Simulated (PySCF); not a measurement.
ClF3H2Si2, SMILES F[Si](F)([SiH2]Cl)F.

Geometry optimised at B3LYP-D3(BJ)/def2-SVP. This is a generated structure with no PubChem entry under its InChIKey; it may be hypothetical. One conformer was computed; it need not be the lowest.

Two levels are set side by side: TDDFT-PBE/def2-SVPD (PySCF) and TDDFT-PBE0/def2-SVPD (PySCF). Vertical, same geometry. The lowest singlet is HOMO→LUMO 98 % with PBE and HOMO→LUMO 98 % with the other functional; states are paired by order. Differences are taken from unrounded values.

```json
[
 {"quantity": "lowest singlet excitation (eV)", "TDDFT-PBE": "5.85"},
 {"quantity": "lowest triplet excitation (TDA) (eV)", "TDDFT-PBE": "5.32"},
 {"quantity": "first bright state (f over 0.05) (eV)", "TDDFT-PBE": "7.03"},
 {"quantity": "its oscillator strength", "TDDFT-PBE": "0.06"}
]
```

Question: These are the TDDFT-PBE values. What does TDDFT-PBE0 give? (The exact figures need the calculation; the answer reports its results.)

Answer: 
| quantity | TDDFT-PBE0 | TDDFT-PBE minus TDDFT-PBE0 |
|---|---|---|
| lowest singlet excitation (eV) | 6.40 | -0.55 |
| lowest triplet excitation (TDA) (eV) | 5.73 | -0.41 |
| first bright state (f over 0.05) (eV) | 7.91 | -0.87 |
| its oscillator strength | 0.09 | -0.03 |

Functionals without exact exchange tend to place singlet excitations lower, as here. Differences between two approximate levels are no errors against the true value.

Rough cost on one machine, each run with all the roots and properties that it gave: TDDFT-PBE0 against TDDFT-PBE about 3 times.
